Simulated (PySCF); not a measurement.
Several molecules and their computed UV-vis stick spectra, shuffled. Computed with PySCF, TDDFT B3LYP/def2-SVPD, vertical, gas phase, core orbitals frozen in the response. Geometries: PBE0-D3(BJ)/def2-SVP; one conformer of each isolated species. Triplets are in the Tamm–Dancoff approximation.

A. `Nc1cccc2c1C=C[SiH2]2`
B. `NC1=NC=CS1`
C. `C[C@@H]1C[C@@H]2CC[C@H]1N2`

Lowest singlet levels (six at most, fewer where fewer were computed) with oscillator strengths:

1. 264 nm (f 0.005); 243 nm (f 0.125); 228 nm (f 0.005); 213 nm (f 0.000); 203 nm (f 0.002); 202 nm (f 0.001); T1 3.52 eV
2. 210 nm (f 0.020); 187 nm (f 0.003); 181 nm (f 0.005); 178 nm (f 0.003); 168 nm (f 0.009); 167 nm (f 0.001); T1 5.77 eV
3. 345 nm (f 0.112); 282 nm (f 0.026); 248 nm (f 0.089); 238 nm (f 0.060); 227 nm (f 0.001); 220 nm (f 0.071); T1 2.72 eV

Question: Match each spectrum to its molecule.

Answer: 1 = B, 2 = C, 3 = A.
- A: S1 at 3.60 eV, HOMO→LUMO (94%); Löwdin shares by element: HOMO carbon 40% or more, nitrogen 21% (atoms not listed hold the other 40%); LUMO carbon 56% or more (atoms not listed hold the other 44%); HOMO -5.72 and LUMO -1.53 eV.
- B: S1 at 4.69 eV, HOMO→LUMO+1 (79%), HOMO→LUMO (18%); Löwdin shares by element: HOMO carbon 41% or more, nitrogen 21% or more, sulfur 11% (atoms not listed hold the other 28%); LUMO carbon 50%, sulfur 24% (atoms not listed hold the other 26%); HOMO -5.99 and LUMO -0.52 eV.
- C: S1 at 5.91 eV, HOMO→LUMO (94%); Löwdin shares by element: HOMO nitrogen 62%, carbon 19% or more (atoms not listed hold the other 19%); LUMO carbon 17% or more, hydrogen 16% or more (atoms not listed hold the other 67%); HOMO -6.51 and LUMO 0.34 eV.
